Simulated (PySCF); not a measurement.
EPR parameters of C7H9O2

Compound: C7H9O2 (doublet state).
Z-matrix (Å and degrees, GFN2-xTB geometry), rows numbered from 1:
```
C 
C   1  1.4774
C   2  1.4816  1  101.74
C   3  1.3148  2  151.88  1   -81.51
C   4  1.4650  3  153.25  2   -10.30
C   3  1.4888  2  143.02  1    77.57
O   6  1.4404  3  117.33  4   103.57
C   7  1.3139  6  118.12  3   152.82
O   8  1.1977  7  127.80  6    -0.04
H   1  1.0729  2  119.75  3   -82.57
H   1  1.0731  2  119.45  3    78.87
H   2  1.0910  1  112.23  3   118.11
H   2  1.0918  1  112.21  3  -117.20
H   5  1.0881  4  110.49  3    -4.59
H   5  1.0903  4  110.24  3  -125.64
H   5  1.0905  4  109.72  3   115.68
H   6  1.0846  3  123.73  4  -110.34
H   8  1.1054  7  108.44  6   179.98
```

The hyperfine couplings belong to this conformer and change with its torsions.

The species is `[CH2]CC1=C(C)[C@H]1OC=O` [radical].

Method used: PySCF, UKS B3LYP, pcH-1 on C H O, non-relativistic, mean-field spin-orbit, GIAO. One conformer (not necessarily the lowest) at the GFN2-xTB geometry, without solvent, vibrations or thermal averaging. The geometry wasn't refined by DFT: couplings that depend on bond lengths, twists or pyramidal angles can differ widely from those at the functional's own minimum. No stability test was run, so a lower SCF solution isn't excluded.

| Quantity | Value |
| --- | --- |
| g1, g2, g3 | 2.00223, 2.00270, 2.00290 |
| g_iso | 2.00261 |
| Form of g | rhombic: the two nearest values differ by 31 % of g3 − g1 |
| ⟨S²⟩ | 0.7550 (exact 0.7500) |
| α and β electrons | 34, 33 |
| HOMO–LUMO gap, α and β orbitals | 5.80, 5.09 eV |
| Total energy | -422.49923 Eh |

Hyperfine couplings atom by atom, in G; T1 to T3 are the principal values of the dipolar part; ρ(0) is the spin density at the nucleus (MHz turned into gauss with g_iso; 10 G = 1 mT):

| atom | isotope | a_iso | T1 | T2 | T3 | Mulliken spin population | ρ(0) (bohr⁻³) |
| --- | --- | --- | --- | --- | --- | --- | --- |
| C1 | 13C | 35.4 | -28.8 | -28.4 | 57.2 | 1.04 | 0.0882 |
| C2 | 13C | -8.7 | -1.1 | 0.3 | 0.8 | -0.07 | -0.0218 |
| C3 | 13C | 32.6 | -3.8 | -0.7 | 4.4 | -0.01 | 0.0812 |
| C4 | 13C | 3.6 | -3.2 | -2.8 | 5.9 | 0.09 | 0.0089 |
| C5 | 13C | -1.3 | -0.1 | 0.0 | 0.2 | -0.01 | -0.0031 |
| C6 | 13C | -0.7 | -0.3 | -0.1 | 0.3 | 0.00 | -0.0018 |
| O7 | 17O | 0.1 | -0.7 | 0.2 | 0.5 | 0.00 | -0.0003 |
| C8 | 13C | -0.1 | -0.1 | -0.1 | 0.2 | 0.00 | -0.0002 |
| O9 | 17O | 0.0 | -0.2 | 0.0 | 0.2 | 0.00 | 0.0001 |
| H10 | 1H | -21.2 | -13.7 | -0.2 | 14.0 | -0.04 | -0.0133 |
| H11 | 1H | -20.6 | -13.6 | -0.3 | 14.0 | -0.04 | -0.0129 |
| H12 | 1H | 8.5 | -1.8 | -1.6 | 3.4 | 0.01 | 0.0053 |
| H13 | 1H | 12.6 | -1.8 | -1.5 | 3.3 | 0.01 | 0.0079 |
| H14 | 1H | 0.4 | -0.4 | -0.3 | 0.7 | 0.00 | 0.0002 |
| H15 | 1H | 2.8 | -0.3 | -0.3 | 0.6 | 0.00 | 0.0017 |
| H16 | 1H | 4.6 | -0.4 | -0.3 | 0.7 | 0.01 | 0.0029 |
| H17 | 1H | 0.8 | -0.4 | -0.3 | 0.7 | 0.00 | 0.0005 |
| H18 | 1H | 0.2 | -0.3 | -0.2 | 0.4 | 0.00 | 0.0001 |

The largest Mulliken spin populations are on C1 (+1.04), C4 (+0.09) and C2 (-0.07). C1 is the only atom above +0.15. The positive populations add up to 1.18 and the negative ones to -0.18, together 2S = 1. The angles at C1 add up to 357.4°, so it is nearly planar; its axial dipolar tensor and the negative couplings of its protons fit spin in a p orbital normal to that plane.

Axes: g3 points within 3° of the C1–H11 bond.

Under fast tumbling the dipolar parts average out, and these isotropic splittings remain: 2 × 1H (H10/H11, I = 1/2, 3 lines) with 2.09 mT, 1 × 1H (H13, I = 1/2, 2 lines) with 1.26 mT, 1 × 1H (H12, I = 1/2, 2 lines) with 0.85 mT, 3 × 1H (H14/H15/H16, I = 1/2, 4 lines) with 0.26 mT and 1 × 1H (H17, I = 1/2, 2 lines) with 0.08 mT.

Nuclei that the bonding pattern makes equivalent are averaged, as if the motion that swaps them (rotation, inversion, ring flip) were fast. The three 1H nuclei of mean +7.3 MHz run from 1.1 to 12.9 MHz in the frozen geometry.

The 13C coupling of C1 (99.1 MHz) shows only in satellite lines or after enrichment, since that isotope makes up about 1.07 % of natural carbon.

Examples of negative spin density at the nucleus (bohr⁻³): C2 (-0.0218), H10/H11 (-0.0131) and C5 (-0.0031).
